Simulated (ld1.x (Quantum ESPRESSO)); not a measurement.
**An all-electron radial function and its pseudo partner (Zr)**

Columns: radius, all-electron u(r) and pseudo u(r) of the 4d shell (level -13.76 eV) of zirconium in the configuration [Ar] 3d10 4s2 4p6 4d2 5s0.5 5p0; LDA (PZ), scalar-relativistic, TM scheme, ld1.x (Quantum ESPRESSO) 7.5.

| r (bohr) | all-electron | pseudo |
| --- | --- | --- |
| 0.160 | 0.2159 | -0.0051 |
| 0.320 | 0.3162 | -0.0383 |
| 0.480 | 0.1516 | -0.1160 |
| 0.640 | -0.0920 | -0.2354 |
| 0.800 | -0.3162 | -0.3767 |
| 0.960 | -0.4890 | -0.5121 |
| 1.120 | -0.6073 | -0.6192 |
| 1.280 | -0.6788 | -0.6878 |
| 1.440 | -0.7141 | -0.7204 |
| 1.600 | -0.7228 | -0.7259 |
| 1.760 | -0.7126 | -0.7135 |
| 1.920 | -0.6896 | -0.6897 |
| 2.080 | -0.6582 | -0.6582 |
| 2.240 | -0.6216 | -0.6216 |
| 2.400 | -0.5822 | -0.5822 |
| 2.560 | -0.5415 | -0.5415 |
| 2.720 | -0.5009 | -0.5009 |
| 2.880 | -0.4610 | -0.4610 |
| 3.040 | -0.4226 | -0.4226 |
| 3.200 | -0.3859 | -0.3859 |
| 3.360 | -0.3513 | -0.3513 |
| 3.520 | -0.3187 | -0.3187 |
| 3.680 | -0.2884 | -0.2884 |
| 3.840 | -0.2603 | -0.2603 |
| 4.000 | -0.2343 | -0.2343 |
| 4.160 | -0.2105 | -0.2105 |

Q: How many radial nodes do the two functions have?

A: The all-electron 4d function has n − l − 1 = 1; the pseudo-wave has 0, since the states of the same l below it are removed with the core.

Q: At about which radius was the pseudo-wave matched?

A: 2.15 bohr. The columns agree to 0.0005 from 1.92 bohr on; several derivatives are matched, so the curves merge somewhat inside the radius.

Q: Is the pseudo-wave norm-conserving?

A: Yes: the TM scheme keeps the norm inside the radius equal to the all-electron one, which fixes the energy derivative of the logarithmic derivative at the level.
